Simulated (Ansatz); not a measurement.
Z-matrix (Å, degrees):
```
C
Ga 1 1.941
H 1 1.089 2 110.5
H 1 1.090 2 109.7 3 121.6
H 1 1.092 2 109.0 3 -119.7
F 2 1.752 1 120.9 3 -159.7
Br 2 2.277 1 126.9 3 20.8
```

Charge 0, multiplicity 1.

Problem. List the r2SCAN/def2-TZVPP orbital energies in eV (Ansatz 0.2.0). (An estimate is asked.)

Solution. Computed: Occupied: -13121.92, -10123.19, -1695.15, -1525.90, -1525.85, -1525.84, -1245.30, -1101.76, -1101.65, -1101.61, -665.11, -273.63, -234.79, -175.00, -174.84, -174.81, -149.00, -101.97, -101.71, -101.61, -68.84, -68.80, -68.78, -68.66, -68.66, -29.72, -21.70, -21.47, -21.46, -21.41, -21.25, -19.68, -18.50, -11.84, -10.99, -10.93, -9.66, -9.57, -9.51, -8.21, -7.83, -7.54. Lowest empty: -1.59, -1.44, 1.17, 1.37, 2.73, 2.74, 3.05, 4.28.
